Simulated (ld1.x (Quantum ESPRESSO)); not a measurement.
Configuration tests for molybdenum (TM)

| Item | Value |
| --- | --- |
| Element | Mo |
| Generator | ld1.x (Quantum ESPRESSO) 7.5 |
| Type | norm-conserving Troullier–Martins (Kleinman–Bylander form) |
| Functional | PBEsol |
| Relativity | scalar-relativistic |
| Frozen core | [Kr] |
| Valence charge | 6 |
| Reference configuration | 4d5.5 5s0.5 5p0 |
| Partial waves | 5s (bound): rc 2.40 bohr; 5p (bound, empty): rc 4.10 bohr; 4d (bound): rc 2.66 bohr; 4f channel at 0.35 Ry: rc 3.80 bohr |
| Local potential | all-electron potential smoothed inside 2.60 bohr (lloc = -1) |
| Core correction | none |

Energies are relative to the spin-unpolarised reference configuration 4d5.5 5s0.5 5p0; without spin polarisation the order of configurations can differ from experiment.

Problem. Give the all-electron excitation energy and the error of the potential for: 4d5 5s1 5p0; 4d5 5s0 5p0; 4d4 5s0 5p0; 4d4 5s2 5p0; 4d2 5s0 5p0; 4d4 5s1 5p0; 4d5 5s0.5 5p0.

Solution.

```
valence configuration  charge  ΔE all-electron (eV)  error AE − PS (meV)
          4d5 5s1 5p0       0                -0.287                 -1.9
          4d5 5s0 5p0      +1                 6.618                 +3.1
          4d4 5s0 5p0      +2                22.073                  -29
          4d4 5s2 5p0       0                -0.109                  +33
          4d2 5s0 5p0      +4                88.272                 -134
          4d4 5s1 5p0      +1                 7.797                  +74
        4d5 5s0.5 5p0    +0.5                 2.455                 +0.4
```

Levels in the configuration 4d5 5s1 5p0:

| level | all-electron (eV) | pseudo (eV) |
| --- | --- | --- |
| 4d | -3.769 | -3.770 |
| 5s | -4.119 | -4.112 |

These tests converged, but a pseudo level misses the all-electron one widely, so the file describes the atom poorly there or has found another state: 4d2 5s0 5p0: empty 5s by 10.2 eV (a node warning on the way). ld1.x printed “convergence not achieved” for 4 of the counted tests; their residual had stalled under 1e-8, short of the target of 1e-14.
